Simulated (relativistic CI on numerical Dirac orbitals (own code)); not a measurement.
# Ligand-field terms of d6

Computed with a parametric ligand-field model of a d^n configuration (Racah B and C, spin-orbit zeta, crystal field), exact diagonalisation.

Field parameters in Wybourne normalisation: Oh B⁴₀ = 21Dq, B⁴₄ = √(5/14) B⁴₀; Td as Oh with Dq negative (B⁴₀ = 21Dq, B⁴₄ = √(5/14) B⁴₀). The field is a parameter set, without covalency.

Question: Lowest levels for B = 650, C = 3010, ζ = 350 cm⁻¹, Oh, 10Dq = 39450 cm⁻¹?

Answer: A1 0 (S 0.00), E 30759 (S 1.00), T2 30767 (S 1.00), T1 30987 (S 1.00), A1 31112 (S 1.00), T1 35421 (S 0.99), E 35471 (S 1.00), T2 35693 (S 1.00), A2 35806 (S 1.00) cm⁻¹, with S from ⟨S²⟩ = S(S + 1). The ground level has 0.02 electrons in the cubic e pair.

Question: Lowest levels for B = 950, C = 4530, ζ = 580 cm⁻¹, Td, 10Dq = -8250 cm⁻¹?

Answer: A1 0 (S 2.00), T1 21 (S 2.00), E 42 (S 2.00), T2 69 (S 2.00), A2 95 (S 2.00), T2 7887 (S 2.00), T1 8195 (S 2.00), E 8202 (S 2.00), T2 8623 (S 2.00) cm⁻¹, with S from ⟨S²⟩ = S(S + 1). The ground level has 2.99 electrons in the cubic e pair.

Question: Lowest levels for B = 740, C = 2740, ζ = 630 cm⁻¹, Oh, 10Dq = 37500 cm⁻¹?

Answer: A1 0 (S 0.00), E 29425 (S 1.00), T2 29449 (S 1.00), T1 29852 (S 1.00), A1 30104 (S 1.00), T1 34514 (S 0.87), E 34777 (S 1.00), T2 35180 (S 1.00), A2 35389 (S 1.00) cm⁻¹, with S from ⟨S²⟩ = S(S + 1). The ground level has 0.02 electrons in the cubic e pair.

Question: Lowest levels for B = 1000, C = 4110, ζ = 250 cm⁻¹, Td, 10Dq = -8700 cm⁻¹?

Answer: A1 0 (S 2.00), T1 5 (S 2.00), E 9 (S 2.00), T2 14 (S 2.00), A2 19 (S 2.00), T2 8526 (S 2.00), T1 8654 (S 2.00), E 8655 (S 2.00), T2 8841 (S 2.00) cm⁻¹, with S from ⟨S²⟩ = S(S + 1). The ground level has 3.00 electrons in the cubic e pair.

Question: Lowest levels for B = 700, C = 2510, ζ = 510 cm⁻¹, Oh, 10Dq = 26100 cm⁻¹?

Answer: A1 0 (S 0.01), E 18777 (S 1.00), T2 18793 (S 1.00), T1 19130 (S 1.01), A1 19344 (S 1.01), T1 23381 (S 0.91), E 23574 (S 1.01), T2 23926 (S 1.00), A2 24116 (S 1.00) cm⁻¹, with S from ⟨S²⟩ = S(S + 1). The ground level has 0.03 electrons in the cubic e pair.
